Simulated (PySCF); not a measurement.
C4H12Si2, SMILES C=C(C)[SiH2][SiH2]C.

Geometry optimised at PBE0-D3(BJ)/def2-SVP. This is a generated structure with no PubChem entry under its InChIKey; it may be hypothetical. The values are those of a single conformer.

The numbers are results of SMD-PBE0/def2-SVP in PySCF, not measurements.

Solvation free energies are E(SMD) − E(gas) at the gas-phase geometry, for 1 M in both phases. In vacuum the dipole moment is 0.30 D.

Computed solvation free energies in water, N,N-dimethylformamide, acetonitrile:
```
solvent                ΔG(solv) (kcal/mol)  its non-electrostatic (CDS) part  dipole (D)
---------------------  -------------------  --------------------------------  ----------
water                                  3.8                               6.1        0.49
N,N-dimethylformamide                 -0.8                               1.5        0.48
acetonitrile                          -1.6                               0.6        0.48
```
